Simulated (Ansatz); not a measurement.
Calculated with Ansatz (gas phase, PBE0-D4/def2-TZVP geometries, no zero-point term in ΔE). CCSD(T)/CBS adds triple-zeta CCSD(T) − MP2 to the extrapolated MP2 energy (def2 sets, frozen cores). This one scheme is used for every species. Functionals use def2-TZVPP. HSE06 is defined as in plane-wave codes. One conformer a species, not always the lowest.

`BB(F)BF` + dimethyl ether → `CBF` + `BB(F)OC`  (formal exchange of groups at a B–B bond)

**Question.** Is it downhill or uphill in electronic energy at CCSD(T)/CBS, and by how much? (Best estimate.)

**Answer.** The calculation gave: Downhill: ΔE = -283.9 kJ/mol.

**Question.** What do these levels give: HSE06, BHLYP, MP2/def2-SVP, SCS-MP2/def2-QZVPP, HF/CBS(def2), CCSD/CBS(def2)? (Best estimate.)

**Answer.** The calculation gave: HSE06 -276.1, BHLYP -283.3, MP2/def2-SVP -301.9, SCS-MP2/def2-QZVPP -286.2, HF/CBS(def2) -281.9, CCSD/CBS(def2) -283.5 kJ/mol.

Largest T1 diagnostic among the species: 0.014.

From PBE to PBE0 (25 % exact exchange), in def2-TZVPP and without D4, ΔE moves by −7.8 kJ/mol. At CCSD(T), def2-SVP lies −4.5 kJ/mol from the extrapolated value and def2-TZVPP +0.5 kJ/mol. Leaving LDA and LC-ωPBE aside and taking each functional with its dispersion term where it has one, the values, not all of them listed here, spread over 24.2 kJ/mol, from r2SCAN0-D4 to revPBE-D4. LDA lies −15.1 kJ/mol from PBE without D4.
